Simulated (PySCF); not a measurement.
## Input and output

[Tm(NH3)]3+ (singlet in the valence; each metal's 4f electrons, 12 of them, lie in its core potential, out of spins and levels). PySCF 2.14.0, RKS PBE0, Tm lcecp-1-SVP with ECP58, N def2-SVP, H def2-SVP; non-relativistic Hamiltonian with scalar-relativistic core potentials where named; density fitting; no spin-orbit coupling. The geometry is an unrelaxed template.

```python
mol = gto.M(atom='''
Tm     0.00000     0.00000     0.00000
N      0.00000     0.00000     2.47000
H      0.93920     0.00000     2.86800
H     -0.46960     0.81330     2.86800
H     -0.46960    -0.81330     2.86800''',
    basis={'Tm': 'lcecp-1-SVP', 'N': 'def2-SVP', 'H': 'def2-SVP'},
    ecp={'Tm': 'lcecp-1-SVP'},
    charge=3, spin=0)
mf = dft.RKS(mol, xc='PBE0')
mf.grids.atom_grid = (50, 194)  # f atoms: unpruned, at least (60, 302)
mf = mf.density_fit()  # fitting sets: Tm AutoAux, N def2-universal-JKFIT, H def2-universal-JKFIT
mf.conv_tol = 1e-08; mf.max_cycle = 55
mf.kernel(dm0)  # dm0: free metal ions and neutral atoms
```

Run from Python with OMP_NUM_THREADS=2; the lines above give its settings. Where DIIS fails, smearing, a level shift and second-order steps follow.
It took 2.2 s on 2 threads of Arm Neoverse V1, on a shared host, peak memory 0.39 GiB.

(1) Where do the frontier levels lie, over both spins?

(2) What are the Mulliken charges and spins?

An lcecp potential fixes the number of 4f electrons, so in runs with it no electron can move into or out of that shell.

## Answers

(1) HOMO -27.21 eV, LUMO -20.63 eV. The 4f levels lie in the core potential and are missing.

(2) 
```
atom  charge (e)  spin (e)
 Tm1       2.480     0.000
  N2      -0.321     0.000
  H3       0.281     0.000
  H4       0.281     0.000
  H5       0.281     0.000
```
The spin of the 4f electrons in the core isn't counted.
